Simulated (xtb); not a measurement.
Ge(F)(SH) (FGeHS), SMILES [F][Ge][SH] (connectivity only; charge and spin as stated), neutral, multiplicity 1. All values are semi-empirical tight-binding results from xtb (GFN2-xTB unless named), good for trends rather than for accurate numbers. Geometry optimised at GFN2-xTB. One conformer was computed; it need not be the lowest.

Optimised geometry:

Bonded distances (Å): Ge1–F2 1.809, Ge1–S3 2.250, S3–H4 1.332. Bond angles (°): F2–Ge1–S3 96.3, Ge1–S3–H4 93.5.

For metal compounds this method's bond lengths and energies can be far off.

Q: Estimate the properties. (The exact figures need the calculation; the answer reports its results.)

A: 
```json
{
  "point_group_as_xtb_finds_it": "Cs",
  "orbital_gap": "3.31 eV",
  "zero_point_energy": "6.0 kcal/mol",
  "G − E(el) at 298.15 K (modified RRHO)": "-12.0 kcal/mol"
}
```

Computed atomic charges and the Wiberg bond orders between heavy atoms:
charges (e) Ge1 0.43, F2 -0.30, S3 -0.30, H4 0.17. Bond orders Ge1–F2 1.19, Ge1–S3 1.32.
